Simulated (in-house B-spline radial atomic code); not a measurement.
Co²⁺: [Ar] 3d7

Computed with a B-spline radial code for spherical atoms: Dirac-Kohn-Sham B97-1, spherical fractional occupations, Fermi nucleus of rms radius 3.7875 fm.

Z_r = [3n² - l(l+1)]/(2<r>); Z_e = n√(-2ε); the last column is Slater's effective charge. Values are occupation-weighted means over j.

```
shell  electrons   ε (eV)  <r> (bohr)    Z_r    Z_e  Slater
   1s          2  -7650.6     0.05618  26.70  23.71   26.70
   2s          2   -932.7       0.255  23.53  16.56   22.85
   2p          6  -800.91      0.2248  22.24  15.34   22.85
   3s          2   -126.9      0.7738  17.45   9.16   15.75
   3p          6  -88.817      0.8159  15.32   7.66   15.75
   3d          7  -28.011       1.022  10.28   4.30    6.90
```

The least bound orbital is 3d5/2 at -27.93 eV, and it is also the most diffuse (<r> = 1.024 bohr).

Spin-orbit splittings of the orbital energies (j = l + 1/2 above j = l - 1/2 when positive): 2p 14.87 eV, 3p 1.884 eV, 3d 0.2008 eV.

For the 1s electron the small component carries 0.945 % of the norm, the zero-frequency Breit interaction raises the level by 9.423 eV, self-energy by 4.697 eV, and vacuum polarisation lowers it by 0.409 eV.

Caution: exact exchange at fractional occupations of open shells leaves self-interaction of up to several eV.
